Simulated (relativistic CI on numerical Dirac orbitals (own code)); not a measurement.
What each ingredient does to the levels of Ho²⁹⁺

Base calculation: Dirac-Coulomb-Breit CI, orbitals from a KLI potential per configuration, model QED (radiative potential, 1s self-energy scaled to tabulated hydrogen-like ionisation energies), unscaled Slater integrals.

Configurations in the expansion (outside the closed core [Ar] 3d10): 4s²4p⁶4d², 4s²4p⁵4d³, 4s²4p⁶4d4f, 4s4p⁶4d³, 4s²4p⁵4d²4f, 4s4p⁶4d²4f, 4s²4p⁶4d5s, 4s²4p⁶4f5s, 4s²4p⁶4d5p, 4s²4p⁶4d5d, 4s²4p⁵4d²5s, 4s²4p⁶4d5f, 4s²4p⁶5s5p, 4s²4p⁶4d5g, 4s²4p⁶4d6s, 4s4p⁶4d²5s, 4s²4p⁶4d6d, 4s²4p⁶4d6g, 4s²4p⁶4f², 4s²4p⁵4f³, 4s4p⁶4f³, 4p⁶4d⁴, 4p⁵4d⁵, 4p⁵4d⁴4f, 4s²4p⁶4f5p, 4s²4p⁵4f²5p, 4s4p⁶4f²5p, 4s²4p⁶5s², 4s²4p⁵4f5s², 4s4p⁶4f5s², 4s²4p⁶5p², 4s²4p⁵4f5p², 4s4p⁶4f5p², 4p⁶4d³5s, 4p⁵4d⁴5s, 4p⁵4d³4f5s, 4s4p⁶4d5s², 4s4p⁵4d4f5s², 4p⁶4d4f5s². Double excitations out of closed p, d and f shells are left out; levels of such configurations are missing from the list, as are those of other unlisted configurations, and high levels can miss mixing partners. These lack a partner that the ground configuration has and come out too high: 4s²4p⁵4d²5s, 4s4p⁶4d²5s.

Variants: (1) valence Slater integrals scaled by 0.9; (2) Breit term removed; (3) non-relativistic limit. Shifts of the energy above 4s²4p⁶4d² ³F2, in cm⁻¹, for the lowest level and the first level of each name with at least 55 % of one term (blank where a level changes its place among those of its configuration and J or its character, or is not in the variant):

```csv
Level,Base,Δ(1),Δ(2),Δ(3)
4s²4p⁶4d² ³F2,0,0,0,0
4s²4p⁶4d² ³P0,55734,-4657,-91,-20452
4s²4p⁶4d² ³F3,76984,+672,+2085,-76984
4s²4p⁶4d² ³P1,113254,-2608,+1730,-77972
4s²4p⁶4d² ¹S0,271503,-11123,+3376,-134151
4s²4p⁵4d³ ⁵D°0,1072064,+3519,+2787,-110226
4s²4p⁵4d³ ³P°1,1242545,+63,+6320,-215298
4s²4p⁵4d³ ³I°7,1248411,+143,+8019,-191031
4s²4p⁵4d³ ³D°1,1280420,-2939,,
```

At this charge energies of transitions that change n are usually good to better than 1 %, and those within a shell (Δn = 0) to a few per cent. Terms inside the open d or f shell come out 10 to 20 % too wide with unscaled integrals.

Ionisation energy from the two ground configurations alone: base 1077.32 eV; valence Slater integrals scaled by 0.9 1077.09 eV; Breit term removed 1077.88 eV. The NIST ASD value (theoretical) is 1077 eV.

LS names give the leading component of a level, which can be under half, so a name can repeat, a term be missing and a line seem to break the LS rules.
